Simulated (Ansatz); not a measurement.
Consider the redistribution: `[SiH3][SnH2][Cl]` + `BN[SiH2]NC` → `C[NH][SnH2][SiH3]` + `BN[SiH2]Cl`.

Gas-phase electronic energies from Ansatz, PBE0-D4/def2-TZVP geometries. CBS: MP2 limit from def2 TZ/QZ plus the TZ coupled-cluster correction, frozen cores. DFT in def2-TZVPP. B3LYP here is the variant with VWN-RPA as its local correlation; programs differ in this. def2 core potentials past Kr. For Sn outer-core shells are correlated without core-valence functions, which leaves a few kJ/mol of doubt a bond. One conformer a species, not always the lowest.

```tsv
level	ΔE (kcal/mol)
PBE-D4	14.9
B3LYP-D4	16.8
PBE0	16.2
B3LYP	17.0
```

**Question.** What does CCSD(T)/CBS give? (Estimate.)

**Answer.** Computed: +15.3 kcal/mol. The listed levels differ from it by -0.4, 1.5, 0.9, 1.7 kcal/mol.

Largest T1 diagnostic among the species: 0.013.

In def2-TZVPP, CCSD(T) changes the Hartree–Fock value by −4.8 kcal/mol (the triples alone add −0.8 kcal/mol) and MP2 by −5.1 kcal/mol. From PBE to PBE0 (25 % exact exchange), in def2-TZVPP and without D4, ΔE moves by +1.1 kcal/mol.
